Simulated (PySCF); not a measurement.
# Assignment exercise: C$_{5}$H$_{8}$N$_{2}$OSi

Cartesian coordinates in Å; atom numbers follow the order of the lines, from 1:
```xyz
17

C    -2.0347   -1.1210    0.3232
C    -1.4365   -0.1406   -0.6880
C    -0.5851    0.8783    0.0172
C    -1.3119    1.7653    0.8723
N    -1.9123    2.4711    1.5462
N     0.6664    1.0154   -0.0538
Si    2.0018    0.2686   -0.8035
C     3.0071   -0.3004    0.7337
O     3.6520   -1.3140    0.7558
H    -2.6518   -0.5954    1.0493
H    -1.2442   -1.6458    0.8557
H    -2.6521   -1.8540   -0.1897
H    -0.8192   -0.6702   -1.4150
H    -2.2445    0.3761   -1.2137
H     1.8540   -0.8813   -1.6972
H     2.6990    1.3913   -1.4220
H     3.0050    0.3687    1.6184
```

One computed conformer, relativity neglected, gas phase, rapidly exchanging positions averaged. σ from GIAO-PBE0/pcSseg-1; structure optimised with GFN2-xTB; PySCF 2.14.

Chemical shifts δ = σref − σ; TMS for ¹³C (186.93 ppm), ¹H (31.72 ppm), all at this level.

(1) Assign these signals to the numbered atoms. ¹³C{¹H} NMR (computed): δ 243.6 (CH), 167.7 (C), 119.4 (C), 42.2 (CH2), 13.8 (CH3).

(2) Assign these signals to the numbered atoms. ¹H NMR (600 MHz, computed): δ 12.27 (t, 1H), 5.14 (d, 2H), 2.47 (q, 2H), 1.34 (t, 3H).

Results:

(1) 
| δ (ppm) | atoms | environment | reason |
| --- | --- | --- | --- |
| 243.6 | C8 | carbonyl carbon | – |
| 167.7 | C3 | C=N carbon | – |
| 119.4 | C4 | nitrile carbon | typical of a nitrile |
| 42.2 | C2 | sp3 CH2 | saturated and bonded to C and H only |
| 13.8 | C1 | methyl carbon | aliphatic region, no heteroatom directly attached |

(2) 
12.27 → H17, hydrogen on a carbonyl carbon
5.14 → H15/H16, hydrogen on a silicon bonded to C, N
2.47 → H13/H14, hydrogen on an sp3 CH2
1.34 → H10/H11/H12, hydrogen on a methyl carbon

Shifts are as computed. Against solution values, carbons near 30 ppm lie about +3 ppm off and those near 130 ppm about +5 ppm. Of 1211 compounds with measured shifts, 218 miss one by over three times the rms of a fit or turn the order of signals round; such compounds aren't used in these exercises. Multiplicities follow the n + 1 count of equivalent neighbours, as no J values were calculated; m marks all less simple cases, F and P coupling included.
